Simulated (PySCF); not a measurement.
# Telling isomers of C9H6 apart by NMR

Computed data (PySCF 2.14.0 with density-fitted response routines): geometry from GFN2-xTB, NMR shieldings at PBE0/pcSseg-1/GIAO. No solvent model, one conformer, one averaged value for each set of equivalent atoms, non-relativistic Hamiltonian.

Chemical shifts δ = σref − σ; ¹H (31.72 ppm) and ¹³C (186.93 ppm) vs TMS, all at this level. Where no couplings were computed, multiplicities follow the n + 1 count of equivalent neighbours, and m marks all less simple cases (inequivalent or close neighbours, rings, F or P nearby). Shifts are as computed. Against solution values, carbons near 30 ppm lie about +3 ppm off and those near 130 ppm about +5 ppm. Of 1211 compounds with measured shifts, 218 miss one by over three times the rms of a fit or turn the order of signals round; such compounds aren't used in these exercises.

(1) Tabulate the signals of `C#Cc1ccc2c(c1)C2`, `C#CC#C/C=C\C#CC` and their relative energies.

(2) What is the quickest way to tell C#Cc1ccc2c(c1)C2 from C#CC#C/C=C\C#CC?

Results:

(1) 
| SMILES | carbon types | δC | δH | E rel. (kcal/mol) |
| --- | --- | --- | --- | --- |
| C#Cc1ccc2c(c1)C2 | 4×C 4×CH 1×CH2 | 141.5, 134.2, 133.3, 127.4, 123.8, 118.5, 90.1, 85.6, 22.8 | 7.73 (d, 1H), 7.70 (s, 1H), 7.52 (d, 1H), 3.48 (s, 2H), 2.72 (s, 1H) | 0.0 |
| C#CC#C/C=C\C#CC | 5×C 3×CH 1×CH3 | 134.9, 123.7, 112.3, 94.5, 85.1, 84.3, 76.7, 73.9, 6.6 | 6.23 (d, 1H), 5.94 (d, 1H), 2.36 (s, 3H), 2.19 (s, 1H) | 29.7 |

Energies are electronic energies at PBE0/pcSseg-1 on these geometries, without zero-point or thermal terms, each for the one conformer computed, which needn't be the lowest.

(2) Both give the same number of carbon signals, but DEPT or the intensities differ. The first has a three-membered-ring carbon (CH2) at 22.8 ppm, the second a propargylic methyl carbon (CH3) at 6.6 ppm. Their most deshielded carbons lie at 141.5 and 134.9 ppm. In the proton spectra the most deshielded non-exchanging signals are 7.73 (d, 1H) and 6.23 (d, 1H).
